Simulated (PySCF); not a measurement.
Simulation results for BClHN

All values are calculated (PySCF 2.14.0). Calculation on a computer-drawn molecule: vertical ionisation energy to the stated ion spin, frozen-core CCSD(T) at the basis limit and cheaper methods, single-reference cases, UHF for radicals, no spin-orbit; all values are single points at the evaluated structure, the first of each entry, which is the reference or a displaced copy of it and isn't optimised; the reference structure only sets the zero of the energies above reference; triples share is (T) over the correlation energy.

Common to all runs: charge 0; multiplicity 1; ion multiplicity 2; diffuse functions no; basis cc-pV(n+d)Z; reference is the Hartree-Fock double-zeta minimum; best is HF at quadruple zeta + MP2 correlation extrapolated from triple and quadruple zeta + CCSD(T) minus MP2 at triple zeta; basis step is the size of the change from the same recipe one zeta lower.

(1) BClHN

Evaluated structure:
```xyz
4
BClHN
N     -0.7572     2.4803    -2.1839
B      0.4613     2.6687    -2.3522
Cl     2.0653     2.9290    -2.6573
H     -2.0913     2.3091    -1.8034
```

Reference structure:
```xyz
4
BClHN
N     -0.7234     2.5164    -2.1383
B      0.4670     2.7116    -2.3397
Cl     2.1298     2.9842    -2.6210
H     -1.6816     2.3593    -1.9763
```

- ionisation energy best: 10.59 eV
- ionisation energy basis step: 0.08543 eV
- energy above reference best: 47.29 kcal/mol
- energy above reference basis step: 0.1984 kcal/mol
- ionisation energy Koopmans at triple zeta: 11.05 eV
- ionisation energy EOM CCSD at triple zeta: 10.39 eV
- total energy HF triple zeta: -539.2174 hartree
- total energy CCSD(T) triple zeta: -539.7586 hartree
- total energy best: -539.8363 hartree
- T1 diagnostic at triple zeta: 0.01434
- D1 diagnostic at triple zeta: 0.0364
- ion T1 diagnostic at triple zeta: 0.02641
- ion D1 diagnostic at triple zeta: 0.1165
- ion spin squared at triple zeta: 0.7795
- triples share at triple zeta: 0.04789
- basis functions triple zeta: 113
- dipole magnitude HF at triple zeta: 0.8273 debye
- dipole magnitude CCSD unrelaxed at triple zeta: 1.037 debye
- dipole magnitude PBE at triple zeta: 0.9661 debye
- dipole magnitude r2SCAN at triple zeta: 0.9305 debye
- dipole magnitude B3LYP at triple zeta: 0.9324 debye
- dipole magnitude wB97X at triple zeta: 0.9287 debye

Drawn bonds:
```
atom  other atom  order
   1           2      2
   2           3      1
   1           4      1
```

Triple zeta:
```
 method  ionisation energy (eV)  energy above reference (kcal/mol)
     HF                    8.75                              57.15
    PBE                   10.24                              44.06
 r2SCAN                   10.15                              47.32
  B3LYP                   10.28                              47.56
  wB97X                    10.3                              49.27
    MP2                    10.7                              47.66
   CCSD                   10.27                              48.91
CCSD(T)                    10.4                              47.44
```

(2) BClHN

Evaluated structure:
```xyz
4
BClHN
N     -0.6280     2.6555    -2.1362
B      0.3691     2.6718    -2.3487
Cl     2.1975     2.9994    -2.7170
H     -1.7591     2.4416    -1.9888
```

Reference structure:
```xyz
4
BClHN
N     -0.7234     2.5164    -2.1383
B      0.4670     2.7116    -2.3397
Cl     2.1298     2.9842    -2.6210
H     -1.6816     2.3593    -1.9763
```

- dipole magnitude wB97X at triple zeta: —
- dipole magnitude CCSD unrelaxed at triple zeta: —
- ionisation energy Koopmans at triple zeta: —
- dipole magnitude r2SCAN at triple zeta: —

Drawn bonds:
```
atom  other atom  order
   1           2      2
   2           3      1
   1           4      1
```

Questions
1. Give the missing dipole magnitude wB97X at triple zeta for BClHN (entry 2).
2. Estimate the dipole magnitude CCSD unrelaxed at triple zeta of BClHN (entry 2).
3. Give the missing ionisation energy Koopmans at triple zeta for BClHN (entry 2).
4. Give the missing dipole magnitude r2SCAN at triple zeta for BClHN (entry 2).
5. Give the table of triple zeta values for BClHN (entry 2).

Answers
1. 2.344 debye
2. 2.31 debye
3. 12.42 eV
4. 2.278 debye
5. 
Triple zeta:
```
 method  ionisation energy (eV)  energy above reference (kcal/mol)
     HF                   10.91                               91.2
    PBE                    11.3                              95.06
 r2SCAN                   11.45                                 95
  B3LYP                   11.56                              92.17
  wB97X                   11.83                              93.02
    MP2                   11.98                              98.09
   CCSD                   11.75                              95.25
CCSD(T)                   11.76                              96.65
```

Further results for BClHN (entry 2):

* ionisation energy best: 11.99 eV
* ionisation energy basis step: 0.09905 eV
* energy above reference best: 94.26 kcal/mol
* energy above reference basis step: 1.838 kcal/mol
* ionisation energy EOM CCSD at triple zeta: 11.82 eV
* total energy HF triple zeta: -539.1632 hartree
* total energy CCSD(T) triple zeta: -539.6801 hartree
* total energy best: -539.7614 hartree
* T1 diagnostic at triple zeta: 0.009618
* D1 diagnostic at triple zeta: 0.02201
* ion T1 diagnostic at triple zeta: 0.03908
* ion D1 diagnostic at triple zeta: 0.2055
* ion spin squared at triple zeta: 0.7686
* triples share at triple zeta: 0.04126
* basis functions triple zeta: 113
* dipole magnitude HF at triple zeta: 2.395 debye
* dipole magnitude PBE at triple zeta: 2.24 debye
* dipole magnitude B3LYP at triple zeta: 2.292 debye
